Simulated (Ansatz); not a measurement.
Geometry optimisation, Ansatz, RKS r2SCAN-D4/def2-SVP.

Input file:

```yaml
crystal:
  periodic: [false, false, false]
  atoms:
    - { symbol: B, position_ang: [0.06065, 0.329844, 0.06147] }
    - { symbol: Cl, position_ang: [-0.022533, 0.616503, 1.861619] }
    - { symbol: F, position_ang: [1.197011, 0.495228, -0.564714] }
    - { symbol: F, position_ang: [-1.062447, 0.139531, -0.594596] }
    - { symbol: O, position_ang: [0.175898, -2.222019, 0.530476] }
    - { symbol: H, position_ang: [-0.704866, -2.464798, 0.212249] }
    - { symbol: H, position_ang: [0.005786, -1.923889, 1.454196] }
basis:
  gaussian: { orbitals: def2-SVP }
hamiltonian:
  xc: r2scan
  dispersion: d4
relax:
  f_tol: 0.03
  max_steps: 50
```

Launched with:

```bash
$ ansatz run input.yaml --threads 2 --pin off --max-ram 3072MiB --backend cpu --events-out ev --progress --plain --runs-dir out
```

Task: Where does it end, and by what steps?

Result: The run converged. After 7 steps the energy has fallen by 0.360 eV; O5 moved furthest, 0.47 Å. Joined: B1–O5 (2.60 → 1.73 Å).

| step | energy less start (eV) | largest force component (eV/Å) | accepted |
| --- | --- | --- | --- |
| 0 | 0.0000 | 1.106 | yes |
| 1 | -0.0596 | 1.771 | yes |
| 2 | -0.1795 | 1.606 | yes |
| 3 | -0.3000 | 0.663 | yes |
| 4 | -0.3478 | 0.272 | yes |
| 5 | -0.3578 | 0.148 | yes |
| 6 | -0.3599 | 0.079 | yes |
| 7 | -0.3602 | 0.010 | yes |

```xyz
7
Properties=species:S:1:pos:R:3
B 0.046 -0.065 0.156
Cl -0.076 0.594 1.866
F 1.181 0.219 -0.491
F -1.100 -0.009 -0.562
O 0.149 -1.763 0.452
H -0.682 -2.144 0.119
H 0.132 -1.862 1.421
```

The run took 29 s on 2 threads of Intel(R) Xeon(R) Platinum 8259CL CPU @ 2.50GHz (Skylake/Cascade Lake), on a shared host, peak memory 0.18 GiB.
